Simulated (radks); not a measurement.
Results of a calculation; reference values are marked as such.
Nd XIV, 47 electrons, occupied as [Kr] 4d10 5s1.

Code: a radial shooting solver on a logarithmic mesh with Libxc functionals. Model: non-relativistic Kohn-Sham, PBE, spin-polarised, spherical densities, point nucleus; open shells are filled with parallel spins first (spin-orbit coupling, left out, can overturn this in heavy ions); relativity is left out, which matters for an element this heavy.

Energy parts (eV):
total: -251400.26
kinetic: 251332.33
electron-nucleus: -583897.66
Hartree: 86761.35
exchange-correlation: -5596.28

Orbitals (lengths in bohr, moments of r in powers of bohr; <r^-3> diverges for s and p1/2):
orbital  occ.  eigenvalue (eV)      <r>  <1/r>  <r^-3>      <r^2>
1s up       1        -41369.99  0.02530  59.46       -  0.0008558
1s down     1        -41369.85  0.02530  59.46       -  0.0008558
2s up       1        -6694.398   0.1081  13.76       -    0.01372
2s down     1        -6694.309   0.1081  13.76       -    0.01372
2p up       3        -6357.597  0.09182  13.78    7279    0.01023
2p down     3        -6357.504  0.09182  13.78    7279    0.01023
3s up       1        -1646.259   0.2813  5.141       -    0.09020
3s down     1        -1646.134   0.2813  5.141       -    0.09019
3p up       3        -1499.332   0.2711  5.075    1447    0.08499
3p down     3        -1499.206   0.2711  5.075    1447    0.08498
3d up       5        -1225.621   0.2423  4.962   243.2    0.06895
3d down     5        -1225.507   0.2423  4.962   243.2    0.06894
4s up       1        -512.6730   0.6255  2.229       -     0.4399
4s down     1        -512.3203   0.6251  2.230       -     0.4392
4p up       3        -456.0147   0.6388  2.145   332.9     0.4618
4p down     3        -455.6291   0.6382  2.147   333.4     0.4609
4d up       5        -355.5224   0.6673  1.971   48.71     0.5113
4d down     5        -355.0542   0.6662  1.974   48.85     0.5094
5s up       1        -227.2416    1.252  1.080       -      1.743
5s down     0        -225.2948    1.249  1.083       -      1.733

The highest occupied level is 5s up at -227.24 eV. Summed over all electrons, <r^2> = 11.96 bohr^2, which gives a Langevin (diamagnetic) susceptibility term of -9.48 x 10^-6 cm^3/mol. The spin density at the nucleus is 102.2 e/bohr^3 (1s 0.3, 2s 0.1, 3s 0.0, 4s -0.3, 5s 102.0). Spin moment in Bohr magnetons: 1. The electron density at the nucleus is 1.534e+05 e/bohr^3.
